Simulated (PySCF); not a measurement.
C6H5OS2 (doublet state).
Z-matrix (Å and degrees, GFN2-xTB geometry), rows numbered from 1:
```
C 
C   1  1.4912
S   2  1.6453  1  121.12
C   2  1.4236  1  118.55  3  -179.50
C   4  1.3589  2  130.28  1     3.14
C   5  1.4569  4  114.37  2   179.17
O   6  1.2282  5  126.82  4   179.76
C   6  1.4439  5  108.26  4     0.05
S   8  1.6720  6  114.67  5    -0.20
H   1  1.0864  2  110.15  3    -2.69
H   1  1.0896  2  110.28  3  -123.50
H   1  1.0900  2  110.11  3   117.64
H   5  1.0746  4  124.89  2    -0.65
H   8  1.0736  6  124.29  5   179.87
```

The hyperfine couplings belong to this conformer and change with its torsions.

Identity: `CC(=S)C1=CC(=O)[CH]S1` [radical].

Computed, not measured: PySCF, UKS B3LYP, pcH-1 on C H O S, non-relativistic, mean-field spin-orbit, GIAO. One conformer (not necessarily the lowest) at the GFN2-xTB geometry, without solvent, vibrations or thermal averaging. A GFN2-xTB geometry isn't a minimum of the functional, and hyperfine couplings can be far from their values at a DFT geometry. The SCF solution wasn't tested for stability.

(1) Predict the first-order ENDOR lines of H14, H13 and H10/H11/H12 under fast tumbling at B = 3330.1 mT (W band).

(2) Which pairs are centred on the nuclear Larmor frequency, and which on half the coupling?

Results:

(1) ν± = |νn ± a/2|, one line for each electron-spin manifold; νn = |g_N| × 7.62259 MHz/T × B.

```
     nuclei  isotope     g_N  νn (MHz)  a_iso (MHz)  lower line (MHz)  upper line (MHz)
        H14       1H  5.5857    141.79       -30.88            126.35            157.23
        H13       1H  5.5857    141.79        -6.73            138.42            145.15
H10/H11/H12       1H  5.5857    141.79        -2.42            140.58            143.00
```

(2) Centred on νn, since |a| < 2νn: H14, H13 and H10/H11/H12. No pair has |a| > 2νn.

Class means assume fast exchange of nuclei equivalent by connectivity; if that motion is slow, each nucleus keeps its own coupling.

Largest spin populations (Mulliken): C8 (+0.46), O7 (+0.38), S9 (+0.12) and C5 (+0.10).

Time: 2.4 min wall (grids of density and orbitals included); peak memory 0.98 GiB. Hardware: Arm Neoverse V2, one thread, no GPU, shared host with 96 logical CPUs at a one-minute load of 47.
